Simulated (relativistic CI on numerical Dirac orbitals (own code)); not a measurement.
How well does a small relativistic CI reproduce Be⁺?

Calculated at this level of theory: Dirac-Coulomb-Breit CI, orbitals from a KLI potential per configuration, QED by a radiative potential, valence Slater integrals scaled by 0.85, P86 correlation energy added to each configuration (own radial code, finite nucleus).

CI space (outside the closed core 1s2): 2s, 2p, 3s, 3p, 3d, 4s, 4p, 4d, 4f, 5s, 5p, 5g, 5f, 5d, 6s, 6p, 6d. Levels of other configurations are missing.

| Configuration | Term (tabulated) | J | Measured (cm⁻¹) | Computed | Error | Purity (%) |
| --- | --- | --- | --- | --- | --- | --- |
| 2s | 2S | 1/2 | 0.0 | 0 | 0 | 100 |
| 2p | 2P° | 1/2 | 31928.7 | 32727 | 798 | 100 |
| 2p | 2P° | 3/2 | 31935.3 | 32732 | 797 | 100 |
| 3s | 2S | 1/2 | 88231.9 | 88975 | 743 | 100 |
| 3p | 2P° | 1/2 | 96495.3 | 97498 | 1003 | 100 |
| 3p | 2P° | 3/2 | 96497.3 | 97499 | 1002 | 100 |
| 3d | 2D | 3/2 | 98054.6 | 97700 | -355 | 100 |
| 3d | 2D | 5/2 | 98055.1 | 97700 | -355 | 100 |
| 4s | 2S | 1/2 | 115464.4 | 116576 | 1112 | 100 |
| 4p | 2P° | 1/2 | 118760.5 | 120039 | 1279 | 100 |
| 4p | 2P° | 3/2 | 118761.3 | 120040 | 1278 | 100 |
| 4d | 2D | 3/2 | 119421.2 | 120209 | 788 | 100 |
| 4d | 2D | 5/2 | 119421.4 | 120209 | 788 | 100 |
| 4f | 2F° | 5/2 | 119446.6 | 122387 | 2941 | 100 |
| 4f | 2F° | 7/2 | 119446.7 | 122387 | 2941 | 100 |

Measured levels from NIST Handbook of Basic Atomic Spectroscopic Data (Sansonetti and Martin, J. Phys. Chem. Ref. Data 34, 1559 (2005)); pairs were made by configuration, J and term (by order where the table uses no LS term), so strongly mixed levels may be paired wrongly.

Mean error by configuration (cm⁻¹): 2p 798; 3s 743; 3p 1002; 3d -355; 4s 1112; 4p 1279; 4d 788; 4f 2941. Over the excited levels the mean absolute error is 1156 cm⁻¹ (14 of the 14 excited levels that our extract of the source holds in range could be paired), and the median relative error of those above 1,000 cm⁻¹ is 1 %.
